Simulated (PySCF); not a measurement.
# Krypton: a sound run and one with changed settings

Sound run: Kr²⁺ [Ar] 3d10 4s2 4p4, Kr³⁺ [Ar] 3d10 4s2 4p3. Computed with PySCF 2.14 in def2-SVP (5s4p3d, 32 functions), with no relativity, point nucleus. In the sound run the correlated levels freeze [Ar] 3d10. The sound run starts from symmetry-adapted Hartree-Fock orbitals and uses a fine grid where one is needed.

Changed run: a valence shell is frozen. This setting is unsound on purpose.

```json
{"species": "Kr²⁺", "method": "MP2", "sound run (hartree)": "-2750.40495", "changed run (hartree)": "-2750.36491", "converged": "yes"}
{"species": "Kr²⁺", "method": "CCSD(T)", "sound run (hartree)": "-2750.42262", "changed run (hartree)": "-2750.37367", "converged": "yes"}
{"species": "Kr³⁺", "method": "MP2", "sound run (hartree)": "-2749.13082", "changed run (hartree)": "-2749.08225", "converged": "yes"}
{"species": "Kr³⁺", "method": "CCSD(T)", "sound run (hartree)": "-2749.14756", "changed run (hartree)": "-2749.08711", "converged": "yes"}
```

Ionisation energy of Kr²⁺:

```
 method  sound run (eV)  changed run (eV)
    UHF          34.253            34.253
    MP2          34.671            34.903
SCS-MP2          34.688            35.032
   CCSD          34.686            35.006
CCSD(T)          34.696            35.009
```

Freezing a valence shell removes pair correlation that changes on ionisation.

For comparison, NIST gives 35.838 ± 0.02 eV between the lowest levels.
